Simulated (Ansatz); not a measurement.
Isomers of C₂H₃FSi, relaxed with PBE0-D4/def2-TZVP in Ansatz; electronic energies, one conformer each and not always the lowest. Functionals use def2-TZVPP; CBS adds triple-zeta CCSD(T) − MP2 to the MP2 limit of def2-TZVPP and def2-QZVPP.

Problem. Order them by energy at frozen-core CCSD(T)/CBS, lowest first. (Best estimate.)
A. `FC1=C[SiH2]1`
B. `F[SiH]1C=C1`
C. `C#C[SiH2]F`
D. `FC#C[SiH3]`

Solution. C (0.0 kJ/mol), B (28.7 kJ/mol), A (254.1 kJ/mol), D (271.7 kJ/mol).

Problem. How do B2PLYP, ωB97M-V, B3LYP-D4, PBE-D4 place them (kJ/mol, against `C#C[SiH2]F`)? (Estimate.)

Solution. Ansatz gave: 
```csv
isomer,B2PLYP,ωB97M-V,B3LYP-D4,PBE-D4
`F[SiH]1C=C1`,33.1,15.2,27.4,3.3
`FC1=C[SiH2]1`,251.9,232.1,239.3,198.4
`FC#C[SiH3]`,263.4,258.0,254.9,234.3
```

B3LYP here is the variant with VWN-RPA as its local correlation; programs differ in this.
